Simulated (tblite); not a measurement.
Species: C₄H₆GeN₂O.
Bonds: C1–C2 (double), C2–Ge3, C2–C4, C4–N5 (aromatic), N5–C6 (aromatic), C6–O7 (aromatic), O7–N8 (aromatic), C4–N8 (aromatic). Hydrogens: H9, H10 on C1; H11, H12, H13 on Ge3; H14 on C6.

Computed with GFN2-xTB (tblite), gas phase: L-BFGS steps from a force-field or distance-geometry start until the largest atomic force falls under 0.01 eV/Å.

Step 29: E = -636.4177 eV
```
atom  x, y, z in Å  |  force x, y, z in eV/Å
C1      1.1850    1.6032   -0.8445    0.029  -0.008   0.011
C2      0.6759    0.5153   -0.2730    0.016  -0.002  -0.009
Ge3     1.6703   -0.9948    0.4805    0.047   0.050  -0.034
C4     -0.7423    0.3162   -0.1336    0.010   0.006  -0.026
N5     -1.1894   -0.8295    0.4758   -0.021   0.027  -0.002
C6     -2.4711   -0.7107    0.3987   -0.026  -0.006   0.024
O7     -2.8543    0.4100   -0.2008   -0.013   0.011   0.007
N8     -1.7208    1.0770   -0.5448    0.010   0.005  -0.016
H9      2.2518    1.7192   -0.9450    0.028   0.007  -0.013
H10     0.5622    2.4006   -1.2215   -0.006  -0.043   0.018
H11     3.0760   -0.9400   -0.0485   -0.060   0.019   0.066
H12     1.0571   -2.2971    0.1196    0.031  -0.025  -0.045
H13     1.7148   -0.8737    1.9675   -0.017  -0.010  -0.019
H14    -3.2157   -1.3962    0.7473   -0.027  -0.032   0.038
```

Step 30: E = -636.4185 eV
```
atom  x, y, z in Å  |  force x, y, z in eV/Å
C1      1.1881    1.6043   -0.8456    0.012  -0.007   0.006
C2      0.6769    0.5168   -0.2745    0.013   0.005  -0.008
Ge3     1.6673   -0.9948    0.4800    0.025   0.037  -0.034
C4     -0.7420    0.3169   -0.1332    0.012   0.022  -0.049
N5     -1.1877   -0.8288    0.4771   -0.002   0.040   0.001
C6     -2.4694   -0.7109    0.4010   -0.020  -0.024   0.026
O7     -2.8554    0.4078   -0.1994    0.012   0.011   0.006
N8     -1.7225    1.0752   -0.5451    0.027   0.027  -0.020
H9      2.2553    1.7227   -0.9484   -0.003  -0.013  -0.001
H10     0.5644    2.4011   -1.2227   -0.003  -0.040   0.019
H11     3.0739   -0.9416   -0.0406   -0.031   0.021   0.050
H12     1.0532   -2.2953    0.1121    0.037  -0.018  -0.038
H13     1.7069   -0.8745    1.9663   -0.022  -0.015  -0.005
H14    -3.2097   -1.3991    0.7507   -0.059  -0.045   0.048
```

Step 31: E = -636.4192 eV
```
atom  x, y, z in Å  |  force x, y, z in eV/Å
C1      1.1913    1.6052   -0.8466   -0.003  -0.006  -0.001
C2      0.6780    0.5183   -0.2761    0.004   0.007  -0.009
Ge3     1.6644   -0.9942    0.4787   -0.011   0.006  -0.021
C4     -0.7415    0.3177   -0.1336    0.016   0.026  -0.054
N5     -1.1859   -0.8277    0.4787    0.016   0.038   0.004
C6     -2.4678   -0.7117    0.4039   -0.011  -0.029   0.024
O7     -2.8559    0.4056   -0.1977    0.025   0.011   0.004
N8     -1.7237    1.0736   -0.5456    0.022   0.041  -0.024
H9      2.2586    1.7256   -0.9515   -0.022  -0.030   0.010
H10     0.5667    2.4010   -1.2239   -0.005  -0.027   0.015
H11     3.0714   -0.9430   -0.0307    0.017   0.025   0.024
H12     1.0500   -2.2933    0.1029    0.046  -0.005  -0.028
H13     1.6986   -0.8750    1.9643   -0.030  -0.020   0.008
H14    -3.2050   -1.4026    0.7550   -0.064  -0.037   0.047
```

Step 32: E = -636.4199 eV
```
atom  x, y, z in Å  |  force x, y, z in eV/Å
C1      1.1940    1.6060   -0.8476   -0.013  -0.004  -0.008
C2      0.6790    0.5197   -0.2777   -0.004   0.001  -0.010
Ge3     1.6614   -0.9934    0.4770   -0.034  -0.024   0.001
C4     -0.7407    0.3186   -0.1347    0.001   0.023  -0.042
N5     -1.1841   -0.8261    0.4804    0.022   0.027   0.004
C6     -2.4665   -0.7129    0.4070    0.004  -0.014   0.016
O7     -2.8557    0.4037   -0.1962    0.025   0.007   0.003
N8     -1.7243    1.0727   -0.5465    0.008   0.030  -0.020
H9      2.2611    1.7272   -0.9538   -0.026  -0.038   0.017
H10     0.5689    2.4007   -1.2249   -0.011  -0.008   0.009
H11     3.0696   -0.9438   -0.0209    0.056   0.029   0.000
H12     1.0479   -2.2915    0.0934    0.052   0.005  -0.018
H13     1.6909   -0.8754    1.9625   -0.038  -0.027   0.014
H14    -3.2023   -1.4059    0.7597   -0.042  -0.009   0.035
```

Q: Estimate the geometry and energy of step 33. (The exact step hangs on the optimiser's Hessian estimate; all steps are aligned on step 32, rigid shifts and turns removed.)

A: E = -636.4205 eV, largest force 0.077 eV/Å
```
atom  x, y, z in Å  |  force x, y, z in eV/Å
C1      1.1955    1.6060   -0.8482   -0.019  -0.003  -0.012
C2      0.6796    0.5201   -0.2790   -0.013  -0.008  -0.011
Ge3     1.6592   -0.9932    0.4756   -0.029  -0.035   0.017
C4     -0.7403    0.3191   -0.1363   -0.004   0.011  -0.018
N5     -1.1832   -0.8247    0.4816    0.022   0.009   0.001
C6     -2.4661   -0.7138    0.4096    0.016   0.008   0.008
O7     -2.8552    0.4030   -0.1950    0.010   0.002   0.004
N8     -1.7243    1.0724   -0.5475   -0.016   0.014  -0.017
H9      2.2624    1.7272   -0.9546   -0.019  -0.038   0.019
H10     0.5701    2.4000   -1.2253   -0.016   0.010   0.001
H11     3.0696   -0.9430   -0.0131    0.069   0.031  -0.013
H12     1.0487   -2.2906    0.0853    0.050   0.005  -0.012
H13     1.6858   -0.8753    1.9610   -0.047  -0.034   0.016
H14    -3.2024   -1.4077    0.7638   -0.004   0.027   0.018
```

The energy changes by -0.0006 eV. The first-order estimate −F·Δx gives -0.0008 eV and the mean of the old and new forces, exact on a quadratic surface, -0.0006 eV. The step makes an angle of 70° with the force vector and moves no atom by more than 0.008 Å.

The cost below is that of the whole relaxation. On one thread, Arm Neoverse N1 (aarch64), no GPU (shared host), this took 0.93 s.
